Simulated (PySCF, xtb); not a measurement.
C3H6BFO, SMILES FCB1CCO1.

GFN2-xTB run with xtb 6.7.1 at its own geometry gives an orbital gap of 5.36 eV and a dipole moment of 2.27 D.

Geometry: B3LYP-D3(BJ)/def2-SVP. The structure was generated by enumeration, and PubChem lists no compound with its InChIKey, so it may never have been made. The values are those of a single conformer.

Problem. What does HF/def2-TZVP (PySCF) give? (An estimate is asked for; the answer gives what the named calculation found.)

Solution. gap 14.78 eV (levels -11.69 and 3.09 eV), dipole 1.63 D.
